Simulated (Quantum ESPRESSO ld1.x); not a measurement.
Values are calculated unless marked as measured or tabulated.
Question: These are the eigenvalues of the occupied orbitals of an atom or ion with whole-number occupations (eV). Code: ld1.x of Quantum ESPRESSO 7.5. Model: scalar-relativistic Kohn-Sham, PBEsol, spin-unpolarised, spherical densities, point nucleus.

orbital  eigenvalue
1s         -4870.30
2s         -543.475
2p         -451.179
3s         -69.7452
3p         -46.0746
3d         -11.3856
4s         -10.3506

Which element is it, and in what charge state? The configuration may be excited.

Answer: Z = 22, titanium, charge +1: Ti+ in [Ar] 3d2 4s1. The list shows which subshells hold electrons but not how many an open one holds; the 1s level, -178.98 hartree, gives Z - s = 18.9 by -(Z - s)^2/2, which with screening and relativity narrows Z to a few neighbours, and the depths of the outer levels then fix element, charge and occupations together.
